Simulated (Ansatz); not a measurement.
Consider the formal exchange of groups at a B–C bond: `B/C=C(\F)[SiH3]` + `CC(C)(C)C` → `BC(C)(C)C` + `C/C=C(\F)[SiH3]`.

Isolated molecules relaxed with PBE0-D4/def2-TZVP in Ansatz; ΔE leaves out vibrations. CCSD(T)/CBS adds triple-zeta CCSD(T) − MP2 to the extrapolated MP2 energy (def2 sets, frozen cores). Double bonds are as drawn, so ΔE can hold a change between cis and trans.

```
          species  CCSD/def2-TZVPP energy (Eh)
`B/C=C(\F)[SiH3]`                   -493.16657
      `CC(C)(C)C`                   -197.36587
      `BC(C)(C)C`                   -183.48147
`C/C=C(\F)[SiH3]`                   -507.03794
```

(1) Work out ΔE.

Largest T1 diagnostic among the species: 0.013.

Answers

(1) ΔE = (-183.48147) + (-507.03794) − (-493.16657) − (-197.36587) = 0.01303 Eh = +8.2 kcal/mol. CCSD(T)/CBS gives +8.0 kcal/mol.
